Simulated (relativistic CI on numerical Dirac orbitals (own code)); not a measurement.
# Spin-allowed bands of a d2 ion in an octahedral site, by hand

Problem. Take Δ = 7250 cm⁻¹ and B = 930 cm⁻¹ for a d2 ion in an octahedral site. Calculate the three spin-allowed bands.

Working.
1. The terms of highest spin are 3F (energy 0) and 3P (15B = 13950 cm⁻¹). Here the F term splits into A2 at +1.2Δ = 8700, T2 at +0.2Δ = 1450 and T1 at −0.6Δ = -4350 cm⁻¹.
2. The two T1 states mix through the element 0.4Δ: H = [[-4350, 2900], [2900, 13950]], with roots ½(H₁₁ + H₂₂) ∓ ½√[(H₂₂ − H₁₁)² + 4H₁₂²] = ½(9600) ∓ ½(19197) = -4799 and 14399 cm⁻¹.
3. The ground term is 3T1 at -4799 cm⁻¹.
4. Bands: 3T2 6249 cm⁻¹ (1600 nm), 3A2 13499 cm⁻¹ (741 nm), 3T1(P) 19197 cm⁻¹ (521 nm).

Check. Exact diagonalisation of the whole d2 shell with these parameters gives 3T2 6249, 3A2 13499, 3T1 19197 cm⁻¹. The match is exact, since without spin-orbit coupling no other term has this spin. The ratio of the second band to the first, 2.160, depends on Δ/B = 7.8 alone, which is how a Tanabe-Sugano diagram is read.
